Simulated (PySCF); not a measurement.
C₂H₆SZn, SMILES C[CH2][Zn][SH].

Geometry: PBE-D3(BJ)/def2-SVP. The isomer is the one that the SMILES or the coordinates give; other isomers of the formula were not compared. One conformer was computed; it need not be the lowest.

Calculation: C-PCM-M06-2X/def2-SVP (PySCF 2.14.0).

The values are the electrostatic part of the solvation free energy, E(continuum) − E(gas) at the gas-phase geometry, in a cavity of scaled van der Waals radii (PySCF's table); cavitation and dispersion terms are not included. A continuum can't describe solvent molecules that bind to the metal. In vacuum the orbital gap is 8.16 eV. The dipole moment in vacuum is 2.07 D.

Computed values in water (ε = 78.36), n-hexane (ε = 1.88), chlorobenzene (ε = 5.70):
| solvent | ε | ΔG(elec) (kcal/mol) | dipole (D) | gap (eV) |
|---|---|---|---|---|
| water | 78.36 | -13.5 | 2.63 | 8.68 |
| n-hexane | 1.88 | -5.7 | 2.32 | 8.40 |
| chlorobenzene | 5.70 | -10.9 | 2.53 | 8.62 |
